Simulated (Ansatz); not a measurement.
CH$_{7}$BFNSi (`BN(C)[SiH2]F`) at its PBE0-D4/def2-TZVP geometry, where that method's forces vanish. Total charge 0; spin multiplicity 1.

| atom | x (Å) | y (Å) | z (Å) |
| --- | --- | --- | --- |
| B1 | -0.745 | 1.408 | 0.381 |
| N2 | -0.135 | 0.216 | -0.026 |
| C3 | -0.087 | -0.185 | -1.431 |
| Si4 | 0.591 | -0.859 | 1.123 |
| F5 | 2.164 | -0.947 | 0.848 |
| H6 | -0.740 | 1.696 | 1.543 |
| H7 | -1.263 | 2.113 | -0.437 |
| H8 | -0.637 | 0.536 | -2.036 |
| H9 | 0.944 | -0.227 | -1.792 |
| H10 | -0.536 | -1.173 | -1.573 |
| H11 | 0.375 | -0.347 | 2.488 |
| H12 | 0.068 | -2.230 | 0.914 |

For each bond, give half the difference of the two atoms' forces along it (eV/Å; positive pushes the atoms apart) under PBE-D4, r2SCAN-D4, B3LYP-D4, ωB97M-V in def2-TZVPP. (An estimate is asked.)

The calculation gave: 
```json
{"bond": "B1–N2", "length (Å)": "1.399", "PBE-D4": "0.08", "r2SCAN-D4": "0.06", "B3LYP-D4": "0.04", "ωB97M-V": "0.07"}
{"bond": "B1–H6", "length (Å)": "1.197", "PBE-D4": "-0.01", "r2SCAN-D4": "-0.07", "B3LYP-D4": "-0.11", "ωB97M-V": "-0.11"}
{"bond": "B1–H7", "length (Å)": "1.198", "PBE-D4": "0.01", "r2SCAN-D4": "-0.07", "B3LYP-D4": "-0.12", "ωB97M-V": "-0.12"}
{"bond": "N2–C3", "length (Å)": "1.462", "PBE-D4": "0.06", "r2SCAN-D4": "0.24", "B3LYP-D4": "0.28", "ωB97M-V": "0.26"}
{"bond": "N2–Si4", "length (Å)": "1.733", "PBE-D4": "0.13", "r2SCAN-D4": "-0.02", "B3LYP-D4": "0.04", "ωB97M-V": "-0.02"}
{"bond": "C3–H8", "length (Å)": "1.090", "PBE-D4": "0.09", "r2SCAN-D4": "-0.06", "B3LYP-D4": "-0.11", "ωB97M-V": "-0.10"}
{"bond": "C3–H9", "length (Å)": "1.093", "PBE-D4": "0.08", "r2SCAN-D4": "-0.05", "B3LYP-D4": "-0.09", "ωB97M-V": "-0.10"}
{"bond": "C3–H10", "length (Å)": "1.094", "PBE-D4": "0.08", "r2SCAN-D4": "-0.06", "B3LYP-D4": "-0.08", "ωB97M-V": "-0.10"}
{"bond": "Si4–F5", "length (Å)": "1.599", "PBE-D4": "0.49", "r2SCAN-D4": "0.03", "B3LYP-D4": "0.20", "ωB97M-V": "0.18"}
{"bond": "Si4–H11", "length (Å)": "1.474", "PBE-D4": "-0.04", "r2SCAN-D4": "-0.04", "B3LYP-D4": "-0.14", "ωB97M-V": "-0.17"}
{"bond": "Si4–H12", "length (Å)": "1.482", "PBE-D4": "-0.01", "r2SCAN-D4": "-0.04", "B3LYP-D4": "-0.13", "ωB97M-V": "-0.16"}
```

B3LYP here is the variant with VWN-RPA as its local correlation; programs differ in this.

All numbers were calculated with Ansatz.
